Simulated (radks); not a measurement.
Task: The mean radii <r> (bohr) of the occupied orbitals of an atom or ion are listed with their occupations. Method: scalar-relativistic Kohn-Sham, exchange-only LDA, spin-polarised, spherical densities, point nucleus; computed with a radial shooting solver on a logarithmic mesh with Libxc functionals.

orbital  occ.      <r>
1s up       1  0.01933
1s down     1  0.01933
2s up       1  0.08111
2s down     1  0.08110
2p up       3  0.07211
2p down     3  0.07210
3s up       1   0.1974
3s down     1   0.1975
3p up       3   0.1937
3p down     2   0.1937

Name the element and its charge. Open shells, if any, are filled with parallel spins first.

Result: Z = 71, lutetium, charge +54: Lu54+ in [Ne] 3s2 3p5. The 1s radius gives Z: for a bare nucleus <r> = (2 gamma + 1)/(2Z) with gamma = sqrt(1 - (Z/c)^2), 0.01909 bohr for Z = 71, and screening makes it slightly larger (0.01933 here). The occupations add up to 17, and the charge is Z minus that.
